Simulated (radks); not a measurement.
Problem. Excited configurations of Ho II: one electron is placed in a higher orbital outside [Xe] 4f11. The ground configuration is [Xe] 4f11 6s1. Method: scalar-relativistic Kohn-Sham, r2SCAN, spin-unpolarised, spherical densities, finite nucleus; meta-GGA in the generalised Kohn-Sham scheme; Fermi nuclear charge, rms radius 5.2022 fm; computed with a radial shooting solver on a logarithmic mesh with Libxc functionals. Excitation = E - E(ground); binding = E(ion) - E, where the ion is the core of charge +2; n* = 2/sqrt(2 binding) in atomic units, and the quantum defect is n - n*.

outer orbital  excitation (eV)  binding (eV)     n*  quantum defect  eigenvalue (eV)  <r> (bohr)
5d                       2.282         9.016  2.457           2.543           -5.463       2.992
5f                       7.984         3.315  4.052           0.948           -2.337       9.110
6p                       3.390         7.909  2.623           3.377           -6.017       4.823
6d                       6.799         4.499  3.478           2.522           -3.322       7.717
7s                       5.920         5.378  3.181           3.819           -4.265       7.788
7p                       7.136         4.162  3.616           3.384           -3.287       9.524
7d                       8.552         2.747  4.451           2.549           -2.126       13.65
7f                       9.742         1.557  5.912           1.088           -1.215       23.74

Estimate the row for 6f.

Solution. excitation (eV) 9.096; binding (eV) 2.203; n* 4.971; quantum defect 1.029; eigenvalue (eV) -1.669; <r> (bohr) 15.68. The Delta-SCF ionisation energy is 11.299 eV (NIST Atomic Spectra Database: 11.78 eV, semi-empirical). Self-interaction in the functional shifts the binding energies and quantum defects, so they are the method's values and not measured ones. Spin polarisation and multiplet splitting are left out, so open shells lie too high by an amount that depends on their filling. Spin-orbit splitting is averaged out at the scalar-relativistic level.

Beside tabulated values, note that spin-unpolarised runs miss the spin-polarisation part of the exchange energy of open shells.
